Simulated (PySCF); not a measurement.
**How methods differ on the excitation energy of Pd⁺**

Pd⁺ [Kr] 4d9 (2D) → Pd⁺ [Kr] 4d8 5s1 (4F), as a difference of total energies. Computed with PySCF 2.14 in ANO-RCC-VTZP (7s6p4d2f1g, 68 functions), with the spin-free X2C one-electron Hamiltonian (Gaussian nucleus). Correlated levels: valence and next inner shell: [Ar] 3d10 frozen. The calculations carry no spin-orbit coupling.

| method | excitation energy (eV) |
| --- | --- |
| UHF | 2.483 |
| MP2 (valence and next inner shell) | 3.500 |
| SCS-MP2 (valence and next inner shell) | 3.500 |
| CCSD (valence and next inner shell) | 3.201 |
| CCSD(T) (valence and next inner shell) | 3.246 |

Errors of the correlated levels include the incompleteness of this basis and the frozen core.

The basis was made for the ground configuration and has no added diffuse functions, so the excitation energy can come out too high.

Q: Which method comes closest to the reference value, and which is furthest?

A: The reference is 3.194 eV (measured; NIST levels, between the centres of gravity of the two terms). Closest: CCSD (valence and next inner shell) (error 0.007 eV); furthest: UHF (error -0.711 eV).
